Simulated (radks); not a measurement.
The numbers below are computed, except where a source is named.
How relativity changes the ionisation of the tellurium ion Te2+ ([Kr] 4d10 5s2 5p2) to Te3+ ([Kr] 4d10 5s2 5p1). Spin-unpolarised spherical Kohn-Sham, PBE, point nucleus unless stated (finite: rms radius 4.7423 fm), a radial shooting solver on a logarithmic mesh with Libxc functionals. A level marked "c x" has the speed of light scaled by that factor and shares open shells by 2j + 1; other Dirac levels either fill j = l - 1/2 first or share by 2j + 1.

level                               E(Te2+) (hartree)  E(Te3+) (hartree)  IE (eV)   HOMO  <r> HOMO (bohr)
non-rel.                                  -6612.75096        -6611.76615   26.798     5p            2.364
scalar-rel.                               -6793.46539        -6792.47689   26.898     5p            2.342
scalar-rel., finite nucleus               -6793.25679        -6792.26829   26.899     5p            2.342
Dirac, 2j+1 shares                        -6795.78517        -6794.79559   26.928  5p3/2            2.368
Dirac, low j first                        -6795.83745        -6794.82549   27.537  5p1/2            2.293
Dirac, 2j+1 shares, finite nucleus        -6795.57589        -6794.58630   26.928  5p3/2            2.368
Dirac, c x 0.75                           -6959.12285        -6958.12857   27.056  5p3/2            2.374
Dirac, c x 1.25                           -6726.79062        -6725.80290   26.877  5p3/2            2.366
Dirac, c x 5                              -6619.58362        -6618.59863   26.803  5p3/2            2.364

NIST Atomic Spectra Database: 27.84 eV (measured). The relativistic part of the total energy of Te2+ is -182.8 hartree (Dirac, 2j+1 shares, finite nucleus), 2.8 % of the non-relativistic value. Spin polarisation and multiplet splitting of open shells are left out at every level.

Beside tabulated values, note that relativity, absent from the non-relativistic runs, is large for the heavy elements, and spin-unpolarised runs miss the spin-polarisation part of the exchange energy of open shells.
